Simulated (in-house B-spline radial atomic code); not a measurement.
Configurations of neutral oxygen, with energies counted from [He] 2s2 2p4. All numbers are computed (non-relativistic OLYP, spin-polarised, spherical fractional occupations; point nucleus) with a B-spline radial code for spherical atoms, not measured. Shells without spins written out take the highest spin.

Occupations are held fixed; configurations that lie above the ionisation limit could autoionise.

```
                                          configuration  E - E(ref) (eV)  highest orbital  its <r> (bohr)
             [He] 2s2 2p(3 up, 0 down) 3p(1 up, 0 down)           10.439            3p up           6.308
                                           [He] 2s1 2p5           14.923          2p down           1.352
                                       [He] 2s1 2p4 3s1           24.136            3s up            4.79
                                       [He] 2s1 2p4 3d1           27.002            3d up           9.785
[He] 2s(0 up, 1 down) 2p(1 up, 3 down) 3d(1 up, 0 down)           27.019            3d up           9.919
```

Task: Order these further configurations by energy, lowest first.
A. [He] 2s2 2p3 3s1
B. [He] 2s(0 up, 1 down) 2p(3 up, 2 down)
C. [He] 2s2 2p(2 up, 2 down)
D. [He] 2s(0 up, 1 down) 2p(1 up, 3 down) 3p(0 up, 1 down)
E. [He] 2s2 2p3 3d1

Result: C (1.7482 eV), A (8.9664 eV), E (11.775 eV), B (16.808 eV), D (25.64 eV).
